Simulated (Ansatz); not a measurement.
`[CH3][SnH2][F]` + `[AsH3]` → `[F][SnH2][AsH2]` + CH₄ at 500 K and 1 bar (ligand exchange at the Sn–C bond).

Isolated molecules relaxed with PBE0-D4/def2-TZVP in Ansatz; ΔE leaves out vibrations. CBS: MP2 limit from def2 TZ/QZ plus the TZ coupled-cluster correction, frozen cores. This one scheme is used for every species. Elements past krypton have def2 core potentials. For As, Sn outer-core shells are correlated without core-valence functions, which leaves a few kJ/mol of doubt a bond. Scalar relativity is left out up to krypton.

| species | CCSD(T)/CBS energy (Eh) | H − E (kJ/mol) | S (J/(mol·K)) |
| --- | --- | --- | --- |
| `[CH3][SnH2][F]` | -354.90084 | 172.4 | 371.3 |
| `[AsH3]` | -2236.79077 | 76.6 | 245.1 |
| `[F][SnH2][AsH2]` | -2551.25762 | 121.4 | 400.8 |
| CH₄ | -40.46206 | 135.6 | 206.8 |

H − E and S are ideal-gas, rigid-rotor, harmonic terms from PBE0-D4/def2-TZVP, for one conformer and one mirror image of each species. 1 Eh = 2625.50 kJ/mol, R = 8.31446 J/(mol·K).

Problem. By hand: ΔE, ΔH, ΔS and ΔG.

Solution. ΔE = (-2551.25762) + (-40.46206) − (-354.90084) − (-2236.79077) = -0.02807 Eh = -73.7 kJ/mol. Δ(H − E) = 121.4 + 135.6 − 172.4 − 76.6 = 8.0, so ΔH = -65.7 kJ/mol. ΔS = 400.8 + 206.8 − 371.3 − 245.1 = -8.8 J/(mol·K). ΔG = -65.7 − 500 × (-8.8)/1000 = -61.3 kJ/mol.

Problem. By hand: the equilibrium constant, and the temperature at which ΔG would vanish if ΔH and ΔS stayed fixed.

Solution. log₁₀ K = −ΔG/(RT ln 10) = 6.4. ΔG = 0 at ΔH/ΔS = 7466 K, far beyond where these terms or the molecules hold.

The number of gas molecules stays the same, so ΔS is small and ΔH decides. A doubt of 5 kJ/mol in ΔE shifts log₁₀ K by 0.5 here. Other conformers and mirror images would add mixing entropy, several J/(mol·K) or more a flexible species. These are equilibria of isolated gas molecules and say nothing of rates. Largest T1 diagnostic: 0.013 (customary marks: 0.02 for closed shells, 0.045 for open ones).
